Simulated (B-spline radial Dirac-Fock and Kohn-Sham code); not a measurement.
**Isotope-shift constants of the inner levels of Nd**

System: neutral neodymium, configuration 1s2 2s2 2p6 3s2 3p6 3d10 4s2 4p6 4d10 4f4 5s2 5p6 6s2.

Input of the calculation (task.json; shells as n, l, electrons):

```json
{"items": [{
  "Z": 60,
  "q": 0,
  "cfg": [[1, 0, 2], [2, 0, 2], [2, 1, 6], [3, 0, 2], [3, 1, 6], [3, 2, 10], [4, 0, 2], [4, 1, 6], [4, 2, 10], [4, 3, 4], [5, 0, 2], [5, 1, 6], [6, 0, 2]],
  "A": 142,
  "rrms": 4.9123,
  "do": "isoshift",
  "isotopes": [[132, 131.923321237, 4.9174], [134, 133.918790207, 4.9128], [135, 134.918181318, 4.9086], [136, 135.914976061, 4.9111], [137, 136.914563099, 4.908], [138, 137.911950938, 4.9123], [139, 138.911951208, 4.9076], [140, 139.90954613, 4.9101], [141, 140.90961669, 4.9057], [142, 141.907728824, 4.9123], [143, 142.909819815, 4.9254], [144, 143.910092798, 4.9421], [145, 144.912579151, 4.9535], [146, 145.913122459, 4.9696], [148, 147.916899027, 4.9999], [150, 149.920901322, 5.04]]
}]}
```

Command: `python xray2_run.py task.json out`

Level of theory: first-order field-shift and mass-shift constants from Dirac-Fock ground and hole states with a Fermi nucleus; the mass shift has no relativistic recoil terms; a radial finite-basis atomic code. A binding energy shifts by δE = F·δ⟨r²⟩ + (K_N + K_S)·δ(1/M); F is taken for a change of radius at fixed skin thickness and so holds the higher radial moments.

```
     level  F (meV/fm²)
    K (1s)       -221.2
   L1 (2s)       -27.77
L2 (2p1/2)       0.5755
L3 (2p3/2)        1.432
   M1 (3s)       -5.804
M2 (3p1/2)       0.1869
M3 (3p3/2)       0.3923
M4 (3d3/2)       0.3594
M5 (3d5/2)       0.3490
```

The mass shift is not given and not included below: at this Z its relativistic corrections are large. It matters little for K lines but can be comparable with the field shift of L lines.

Field shifts alone in meV from A = 142 (mass 141.9077 u, rms radius 4.9123 fm); radii from Angeli and Marinova (2013).

| A | mass (u) | radius (fm) | Kα1 | Kα2 | Kβ1 | Lα1 |
| --- | --- | --- | --- | --- | --- | --- |
| 134 | 133.9188 | 4.9128 | -1.1 | -1.1 | -1.1 | 0.0 |
| 135 | 134.9182 | 4.9086 | +8.1 | +8.1 | +8.1 | 0.0 |
| 136 | 135.9150 | 4.9111 | +2.6 | +2.6 | +2.6 | 0.0 |
| 137 | 136.9146 | 4.908 | +9.4 | +9.4 | +9.4 | 0.0 |
| 140 | 139.9095 | 4.9101 | +4.8 | +4.8 | +4.8 | 0.0 |
| 143 | 142.9098 | 4.9254 | -28.7 | -28.6 | -28.6 | +0.1 |
| 145 | 144.9126 | 4.9535 | ? | ? | ? | ? |
| 146 | 145.9131 | 4.9696 | -126.1 | -125.6 | -125.5 | +0.6 |
| 148 | 147.9169 | 4.9999 | -193.3 | -192.6 | -192.4 | +0.9 |
| 150 | 149.9209 | 5.04 | -282.9 | -281.8 | -281.6 | +1.4 |

Q: What are the shifts for A = 145?

A: Kα1 -90.5 meV; Kα2 -90.1 meV; Kβ1 -90.1 meV; Lα1 +0.4 meV.
